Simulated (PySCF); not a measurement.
**Relaxation of triplet TcO₃⁻**

These are results of UPBE0/[Tc def2-SVPD with ECP28, O def2-SVPD], scalar-relativistic core potentials, density fitting, no spin–orbit coupling, PySCF, not measurements. A (50,194) grid was used.

A hand-made T-shaped start, of C2v symmetry, held to at least that symmetry:

Coordinates in bohr (charge -1 multiplicity 3):
```
Tc    0.0000    0.0000   -0.3896
O     0.0000    0.0000    2.9552
O     3.3427    0.0000   -0.2729
O    -3.3427    0.0000   -0.2729
```

Optimiser trace:
```csv
step,E − E(last) (kJ/mol),largest gradient (Eh/bohr)
0,226.03,0.09303
1,129.23,0.07610
2,55.22,0.09608
3,11.64,0.02412
4,0.30,0.00356
5,0.28,0.00503
6,0.00,0.00004
```

It ends at C2v with Tc–O 1.720 Å (×2), Tc–O 1.757 Å; O–Tc–O 115.1° (×2), O–Tc–O 129.8°. A frequency run shows a minimum. Other isomers or separated fragments may lie lower.

Final geometry:
Z-matrix (Å, degrees; charge -1 multiplicity 3):
```
Tc
O  1 1.7566
O  1 1.7199 2 115.11
O  1 1.7199 2 115.11 3 180.00
```

Other spin states or occupations of the open shell can lie lower. At this level a singlet minimum of D3h symmetry lies 74 kJ/mol below this structure.

The relaxation took roughly 80 core-seconds on a shared host.
